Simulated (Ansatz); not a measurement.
One geometry of the cluster Se3⁺, several levels of theory.

```yaml
crystal:
  periodic: [false, false, false]
  atoms:
    - {symbol: Se, position_ang: [-0.615873, 1.236185, 0.001548]}
    - {symbol: Se, position_ang: [1.289000, -0.031838, -0.027706]}
    - {symbol: Se, position_ang: [-0.673137, -1.204347, 0.026157]}
basis:
  gaussian: {orbitals: def2-TZVP, initial_orbitals: start.molden}
total_charge: 1
magnetization: {spin_polarized: true, initial_magnetization: 1}
hamiltonian: {xc: {name: BLYP}, dispersion: d4}
scf: {omitted_lower_state_checks: [starts]}
output: {orbitals: {seedname: orbitals}}
```

The file start.molden holds the orbitals of an earlier run on this structure, at another level or in another basis.

```sh
$ ansatz run in.yaml --threads 4 --pin off --events-out ev --progress --plain --max-ram 3916MiB
```

Shortened log:

```
Functional definition: BLYP
1161 factors; their error is unknown
mean field evaluation 1: about -196044.4030 eV, gradient 1.1e1 eV
mean field evaluation 2: about -196044.6354 eV, gradient 2.8e-1 eV
mean field evaluation 4: about -196044.5503 eV, gradient 1.3e-1 eV
mean field evaluation 8: about -196044.5503 eV, gradient 1.5e-5 eV
mean field -196044.55034359 eV, -7204.5043413578 hartree, gradient 1.5e-5 eV, S^2 0.751580; 0 other end points of the search recorded, 0 dependent functions left out
reference -196044.55061692 eV, -7204.5043514027 hartree; 51, 50 occupied and 93, 94 virtual orbitals, 1161 factors
Total energy: -196044.82782564 eV, -7204.5145386353 hartree
Checks for a lower state left out: starts
```

Hardware: 4 threads of Arm Neoverse V1 on a shared host. Wall time 2.6 s.

First input, but with `hamiltonian: {xc: {name: BHLYP}, dispersion: d4}` (abridged; 9 s):

```
Functional definition: BHLYP
mean field -196039.62960911 eV, -7204.3235077012 hartree, gradient 1.7e-5 eV, S^2 0.757131
Total energy: -196039.85947421 eV, -7204.3319550877 hartree
Checks for a lower state left out: starts
```

First input, but with `hamiltonian: {xc: hf}` (abridged; 7 s):

```
Functional definition: HF
mean field -195901.61043604 eV, -7199.2513966435 hartree, gradient 1.6e-5 eV, S^2 0.773487
Total energy: -195901.61043604 eV, -7199.2513966435 hartree
Checks for a lower state left out: starts
```

The first input with `hamiltonian: {xc: {name: B3LYP}, dispersion: d4}` (abridged; 6.5 s):

```
Functional definition: B3LYP
mean field -196043.70905380 eV, -7204.4734245284 hartree, gradient 1.7e-5 eV, S^2 0.753184
Total energy: -196043.92923045 eV, -7204.4815158713 hartree
Checks for a lower state left out: starts
```

The first input with `gaussian: {orbitals: def2-SVP, initial_orbitals: start.molden}`, `hamiltonian: {xc: pbe, dispersion: d4}` (abridged; 1.4 s):

```
Functional definition: PBE
mean field -195987.88178706 eV, -7202.4218103167 hartree, gradient 2.5e-5 eV, S^2 0.751248
Total energy: -195988.01210132 eV, -7202.4265992776 hartree
Checks for a lower state left out: starts
```

The first input with `gaussian: {orbitals: def2-SVP, initial_orbitals: start.molden}`, `hamiltonian: {xc: pbe0, dispersion: d4}` (abridged; 3 s):

```
Functional definition: PBE0
mean field -195993.57146054 eV, -7202.6309019606 hartree, gradient 9.1e-6 eV, S^2 0.753098
Total energy: -195993.68069456 eV, -7202.6349162367 hartree
Checks for a lower state left out: starts
```

First input, but with `hamiltonian: {xc: {name: wB97M-V}}` (abridged; 21 s):

```
Functional definition: wB97M-V
mean field -196029.92870448 eV, -7203.9670060317 hartree, gradient 7.2e-6 eV, S^2 0.754477
Total energy: -196029.92874098 eV, -7203.9670073731 hartree
Checks for a lower state left out: starts
```

Geometry: r2SCAN-D4/def2-TZVP.

B3LYP takes the VWN-RPA correlation. The structure comes from a short search, and lower isomers may exist.
